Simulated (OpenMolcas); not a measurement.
A run on Nb3+ among 4 point charges of -2 e arranged as a tetrahedron (Td), 1.94 Å from the ion.

```
Program             : OpenMolcas 26.06
Method              : SS-CASPT2, IPEA 0.25 Eh, imaginary shift 0.1 Eh (closed shells correlated: 4s 4p)
Basis               : ANO-RCC-VTZP [7s6p4d2f1g]
Scalar Hamiltonian  : DKH2, point nucleus
Active space        : 2 electrons in 5 orbitals (4d)
State averaging     : 2S+1 = 3 even, 10 roots; 2S+1 = 1 even, 15 roots
Spin-orbit coupling : state interaction with AMFI integrals over the reference wave functions
```

First CASPT2 step and the start of its output:

```
&CASPT2
Multistate=10 1 2 3 4 5 6 7 8 9 10
NoMult
Frozen=14
IPEA=0.25
Imaginary=0.1
MaxIter=60
WThr=0.0 0.3 0.05
PrWF=0.5
NoMix
```

```
--- CASPT2 ---
Orbital specifications:
      -----------------------

      Symmetry species                           1
                                                 a
      Frozen orbitals                           14
      Inactive orbitals                          4
      Active orbitals                            5
      Secondary orbitals                        45
      Deleted orbitals                           0
      Number of basis functions                 68
Type of calculation                        SS-CASPT2
      Fock operator                              state-specific
      IPEA shift                                 0.25
      Real shift                                 0.00
      Imaginary shift                            0.10
      The input orbitals will be transformed to quasi-canonical
Reference energy:       -3821.8300517178
      E2 (Non-variational):      -0.2487604466
      Shift correction:          -0.0008574919
      E2 (Variational):          -0.2496179385
      Total energy:           -3822.0796696563
      Residual norm:              0.0000002593
      Reference weight:           0.94037
      Contributions to the CASPT2 correlation energy
      Active & Virtual Only:         -0.0077290401
      One Inactive Excited:          -0.0727935117
      Two Inactive Excited:          -0.1682378948
Reference energy:       -3821.8300517178
      E2 (Non-variational):      -0.2489427319
      Shift correction:          -0.0009118281
      E2 (Variational):          -0.2498545601
      Total energy:           -3822.0799062778
      Residual norm:              0.0000003221
      Reference weight:           0.93989
      Contributions to the CASPT2 correlation energy
      Active & Virtual Only:         -0.0077908103
...
```

Over all roots the printed reference weights run from 0.37 to 0.95, and roots that are degenerate in the reference spread by up to 1500 cm-1.

Q: Did the run give usable levels, and if not, why?

A: No. The equations converged, but the reference weight falls to 0.37 for at least one root against 0.95 for the best. A drop of that size marks an intruder state, so the energies of such roots and the levels built on them can't be trusted.
